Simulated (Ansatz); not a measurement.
`N#[C][GeH]([F])[Cl]` and `[NH2][GeH]([F])[Cl]` differ in one atom or group.

Ansatz, PBE0-D4/def2-TZVP geometries, multiplicity 1. Each molecule was computed in one conformer, which needn't be the lowest.

Scalar relativity is left out up to krypton.

| property | `N#[C][GeH]([F])[Cl]` |
| --- | --- |
| LUMO energy (B3LYP/def2-TZVPP) / eV | -1.76 |
| LUMO energy (PBE/def2-TZVPP) / eV | -2.46 |
| ideal-gas entropy at 298 K and 1 bar (rigid rotor, harmonic PBE0-D4/def2-TZVP) / J/(mol·K) | 342 |
| HOMO energy (PBE0/def2-TZVPP) / eV | -10.04 |
| size of the dipole moment (B3LYP/def2-TZVPP) / D | 2.98 |
| HOMO–LUMO gap (PBE0/def2-TZVPP) / eV | 8.51 |

Q: Give the same properties after the change, and the shifts. (Estimate.)

A: Computed: 
```json
{"property": "LUMO energy (B3LYP/def2-TZVPP) / eV", "`[NH2][GeH]([F])[Cl]`": "-0.37", "shift": "1.39"}
{"property": "LUMO energy (PBE/def2-TZVPP) / eV", "`[NH2][GeH]([F])[Cl]`": "-1.04", "shift": "1.42"}
{"property": "ideal-gas entropy at 298 K and 1 bar (rigid rotor, harmonic PBE0-D4/def2-TZVP) / J/(mol·K)", "`[NH2][GeH]([F])[Cl]`": "331", "shift": "-11"}
{"property": "HOMO energy (PBE0/def2-TZVPP) / eV", "`[NH2][GeH]([F])[Cl]`": "-8.43", "shift": "1.61"}
{"property": "size of the dipole moment (B3LYP/def2-TZVPP) / D", "`[NH2][GeH]([F])[Cl]`": "2.32", "shift": "-0.66"}
{"property": "HOMO–LUMO gap (PBE0/def2-TZVPP) / eV", "`[NH2][GeH]([F])[Cl]`": "8.42", "shift": "-0.09"}
```

With PBE0 the HOMO rises by 1.61 eV and the LUMO rises by 1.53 eV, so the gap narrows by about 0.08 eV. PBE moves the HOMO by 1.67 eV and ωB97M-V by 1.49 eV. The zero-point energy changes by 46.2 kJ/mol with +3 modes. Dipoles are sizes alone; their direction can turn.

B3LYP here is the variant with VWN-RPA as its local correlation; programs differ in this.
